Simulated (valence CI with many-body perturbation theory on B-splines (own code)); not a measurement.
**Hf57+: magnetic and hyperfine properties of the levels**

Computed by relativistic CI+MBPT: five valence electrons over a frozen Dirac-Fock core [Ne], a basis of 11 s, 11 p, 10 d, 8 f, 5 g, 2 h functions for each j, with the one-electron correlation potential Σ1, the two-electron term Σ2, the three-electron term Σ3, Breit, model QED; selected CI, second order for the rest, scaled by the run's own slope (own B-spline code, finite nucleus).

No measured spectrum was set against this ion. As an estimate, large intervals hold to a few tenths of a per cent, small ones and those within an open d or f shell to about a per cent. Among the levels kept, up to 3100 cm⁻¹ of a level comes from second order outside the variational space, and about a tenth of that is noise between levels of different J, which matters for small intervals.

A/g_I is the dipole constant over the nuclear g factor μ/I (μ in nuclear magnetons, uniformly magnetised nucleus), B/Q the quadrupole constant per barn. Both hold the static response of the core; the bare values leave it out. Large factors of s and p1/2 electrons are usually good to 5 to 10 %; those of open d and f shells near neutrality can be off by tens of per cent, and small factors of p3/2, d and f electrons come from cancelling terms and can be off by a factor of two or in sign, in half-filled shells by more. B is blank for J = 1/2, where it vanishes, and for nearly pure S terms. Energies count from the lowest level.

Levels are named by their leading jj configuration (3d3/2^4 stands for four electrons in 3d with j = 3/2), which in mixed levels can hold well under half, so a name can repeat and another be missing. Letters in brackets count levels of one name in rising energy.

```tsv
Level	E (Ry)	g	A/g_I (MHz)	A/g_I bare	B/Q (MHz/b)	B/Q bare
(3s^2 3p1/2^2 3p3/2) J=3/2	0.000	1.344	189000	188000	366000	361000
(3s^2 3p1/2^2 3d3/2) J=3/2	16.292	0.778	101000	104000	60300	62300
(3s^2 3p1/2 3p3/2^2) J=3/2	21.913	1.453	-91900	-86700	29700	29300
(3s^2 3p1/2^2 3d5/2) J=5/2	22.459	1.196	46200	48800	50500	52900
(3s^2 3p1/2 3p3/2^2) J=5/2	22.755	1.187	480000	473000	-755	-738
(3s^2 3p1/2 3p3/2^2) J=1/2	23.844	0.648	1630000	1600000		
(3s 3p1/2^2 3p3/2^2) J=5/2	34.185	1.458	1070000	1050000	81500	80400
(3s 3p1/2^2 3p3/2^2) J=3/2	36.315	1.147	-565000	-548000	-40400	-39800
(3s 3p1/2^2 3p3/2^2) J=1/2	36.429	2.054	4350000	4260000		
(3s^2 3p1/2 3p3/2 3d3/2) J=5/2 [a]	38.031	0.956	360000	356000	-39000	-37200
(3s^2 3p1/2 3p3/2 3d3/2) J=1/2 [a]	38.259	0.211	601000	595000		
(3s^2 3p1/2 3p3/2 3d3/2) J=3/2 [a]	38.269	0.903	357000	354000	-227000	-224000
(3s^2 3p1/2 3p3/2 3d3/2) J=7/2	38.906	1.024	356000	353000	400000	397000
(3s^2 3p1/2 3p3/2 3d3/2) J=5/2 [b]	41.007	1.162	54800	57900	380000	376000
(3s^2 3p1/2 3p3/2 3d3/2) J=1/2 [b]	41.711	1.664	1130000	1110000		
(3s^2 3p1/2 3p3/2 3d3/2) J=3/2 [b]	41.744	1.220	-53000	-47400	17100	15700
(3s^2 3p1/2 3p3/2 3d5/2) J=7/2 [a]	43.306	1.302	-71800	-66800	410000	408000
(3s^2 3p1/2 3p3/2 3d5/2) J=3/2 [a]	44.166	1.336	-243000	-234000	-140000	-137000
(3s^2 3p1/2 3p3/2 3d5/2) J=9/2	44.227	1.182	266000	264000	408000	405000
(3s^2 3p1/2 3p3/2 3d5/2) J=5/2 [a]	44.423	1.119	344000	341000	-270000	-265000
(3s^2 3p3/2^3) J=3/2	45.888	1.302	198000	197000	-394000	-389000
(3s^2 3p1/2 3p3/2 3d5/2) J=5/2 [b]	45.907	1.272	-61700	-57200	25900	27000
(3s^2 3p1/2 3p3/2 3d5/2) J=7/2 [b]	45.970	1.121	305000	302000	2370	4450
(3s^2 3p1/2 3p3/2 3d5/2) J=3/2 [b]	46.584	0.930	483000	476000	40000	40200
(3s^2 3p1/2 3p3/2 3d5/2) J=1/2	46.860	1.227	-488000	-475000		
(3s 3p1/2^2 3p3/2 3d3/2) J=5/2 [a]	50.154	1.261	841000	827000	113000	111000
(3s 3p1/2^2 3p3/2 3d3/2) J=3/2 [a]	50.309	1.259	464000	460000	3720	2200
(3s 3p1/2^2 3p3/2 3d3/2) J=1/2 [a]	50.460	2.387	2550000	2500000		
(3s 3p1/2^2 3p3/2 3d3/2) J=7/2	50.895	1.251	800000	788000	384000	381000
(3s 3p1/2^2 3p3/2 3d3/2) J=3/2 [b]	52.204	1.004	413000	408000	-196000	-193000
(3s 3p1/2^2 3p3/2 3d3/2) J=5/2 [b]	53.033	0.874	-192000	-184000	218000	217000
(3s 3p1/2^2 3p3/2 3d3/2) J=1/2 [b]	53.338	0.556	818000	803000		
(3s^2 3p1/2 3d3/2^2) J=5/2	55.302	0.780	293000	291000	84700	84300
(3s 3p1/2^2 3p3/2 3d5/2) J=9/2	55.469	1.348	629000	620000	402000	399000
(3s 3p1/2^2 3p3/2 3d5/2) J=5/2 [a]	56.650	1.376	924000	909000	-199000	-196000
(3s 3p1/2 3p3/2^3) J=3/2 [a]	56.911	1.491	830000	817000	-329000	-325000
(3s 3p1/2^2 3p3/2 3d5/2) J=7/2 [a]	57.205	1.258	436000	431000	204000	204000
(3s 3p1/2^2 3p3/2 3d5/2) J=3/2 [a]	57.332	1.126	-460000	-445000	-187000	-185000
(3s 3p1/2 3p3/2^3) J=5/2	58.187	1.292	1280000	1260000	-419000	-413000
(3s^2 3p1/2 3d3/2^2) J=1/2	58.284	0.633	1610000	1580000
```

Q: Take the isotope of mass number 177, with I = 7/2, μ = 0.791 μN and Q = 3.37 b. What is the hyperfine structure of (3s^2 3p1/2 3p3/2^2) J=5/2?

A: From the table A = 109000 MHz, B = -2550 MHz. Shifts from the centre of gravity in MHz: F = 1: -1230000, F = 2: -1010000, F = 3: -681000, F = 4: -244000, F = 5: 300000, F = 6: 953000.
